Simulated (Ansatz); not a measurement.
Reaction (SMILES): [PH][SiH3] (SiH3-PH) → [PH-][SiH3] (an electron is taken up)
B3LYP-D3(BJ)/def2-TZVP geometries, fixed; electronic energies without zero-point terms; positive where energy is released.
Largest species:
```
Si
H 1 1.4808
H 1 1.4839 2 108.99
H 1 1.4839 2 108.99 3 -118.40
P 1 2.2606 2 109.00 3 120.80
H 5 1.4248 1 91.77 2 180.00
```
Charge 0, spin multiplicity 2.

Basis-set convergence of the adiabatic electron affinity at PBE with Ansatz (an electronic-structure program). Cartesian d functions, on some or all atoms, in 6-31G**; all else is spherical. The program fits the integrals of some runs and decomposes those of others, by size. Open shells are unrestricted. No added dispersion term, no relativity. Functions are those of the species that has most. Reference: the value in aug-pcseg-3, 1.836 eV, itself unsure by roughly 0.011 eV (its mean distance from aug-cc-pV(Q+d)Z, def2-QZVPPD).

```csv
basis,functions,adiabatic electron affinity (eV)
6-31G,34,___
def2-SV(P),44,1.429
pcseg-1,56,___
6-31G**,58,___
def2-TZVP,98,___
pcseg-2,124,1.763
def2-TZVPP,140,1.685
jun-cc-pV(T+d)Z,152,1.830
aug-cc-pV(Q+d)Z,362,1.831
```

**Question.** Complete the blanks.

**Answer.** 
- 6-31G, adiabatic electron affinity (eV): 1.466
- pcseg-1, adiabatic electron affinity (eV): 1.696
- 6-31G**, adiabatic electron affinity (eV): 1.493
- def2-TZVP, adiabatic electron affinity (eV): 1.680
